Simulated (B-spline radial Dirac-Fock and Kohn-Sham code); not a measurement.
**Lu⁶⁺: non-radiative channels of the M2 vacancy**

System: the Lu⁶⁺ ion in the configuration [Kr] 4d10 4f13 5s2 5p4.

Calculated with a radial atomic solver, using independent-particle radiative and Coulomb Auger rates from relativistic LDA hole-state orbitals, with Dirac-Fock energies. Kinetic energies are configuration averages from the vacuum level; the two-hole energies are estimated from single-hole states.

```csv
transition,kinetic energy (eV),width (meV),share (%)
M2-M4N2,74.68,748,7.3
M2-M3N6,105.0,369,3.6
M2-M3N7,107.1,378,3.7
M2-M5N2,125.2,842,8.3
M2-M4N3,–,886,8.7
M2-M4N4,287.6,305,3.0
M2-M4N5,296.7,358,3.5
M2-M4N6,493.2,1750,17.2
M2-M4N7,494.5,2680,26.3
M2-N2N5,1524.0,189,1.9
```

A dash stands for an energy that rests on an unreliable hole state.

Coster-Kronig rates are the weakest part of this model and often come out 1.5 to 2.5 times too large. The listed channels hold 84 % of the non-radiative rate. Summed by principal shells, of 10.2 eV in all: MMN 85.3 %, MNN 8.8 %, MMO 5.0 %, MNO 0.9 %.
